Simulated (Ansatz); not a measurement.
Molecule: sum formula SiN$_{2}$H$_{4}$F$_{2}$, net charge 0, singlet state. 
Geometry from a B3LYP-D3(BJ)/def2-TZVP (Ansatz, a quantum-chemistry and plane-wave program) optimisation:
SMILES: N[Si](N)(F)F
```xyz
9

Si    -0.0012    -0.0081    -0.0030
F      0.3503    -0.5884    -1.4490
F     -0.6248    -1.2597     0.7691
N     -1.1963     1.1814     0.0597
N      1.4596     0.5910     0.5924
H     -2.1730     0.9472     0.1243
H     -1.0427     2.1072    -0.3029
H      1.5152     1.0739     1.4733
H      2.3450     0.2109     0.3017
```
Charge 0, spin multiplicity 1.

Property: atomisation energy (electronic, to ground-state atoms), in kcal/mol. Cores are frozen in the correlated levels unless marked. Open shells are spin-unrestricted. Spin-orbit coupling is left out. No relativistic terms. The coupled-cluster limit lacks core correlation, which all-electron functionals hold. CBS marks a two-point X^-3 extrapolation of the correlation energy; Hartree-Fock from the larger set. The bracket is a focal-point correction in the basis named.

| level | program | atomisation energy (kcal/mol) |
|---|---|---|
| B3LYP-D3(BJ)/def2-TZVPD | Ansatz + dftd3 | 846.0 |
| r2SCAN0-D4/def2-TZVPD | Ansatz + dftd4 | 824.3 |
| LC-wPBE/def2-TZVPD | Ansatz | 843.8 |
| B2PLYP-D4/def2-TZVPD | Ansatz + dftd4 | 840.4 |
| CCSD/6-31G* | Ansatz | 743.2 |
| RI-MP2/CBS(cc-pV(T+d)Z,cc-pV(Q+d)Z)+[CCSD(T)-MP2]/cc-pV(D+d)Z | Ansatz | 853.1 |
| RI-MP2/CBS(aug-cc-pV(T+d)Z,aug-cc-pV(Q+d)Z)+[CCSD(T)-MP2]/aug-cc-pV(T+d)Z | Ansatz | 853.7 |
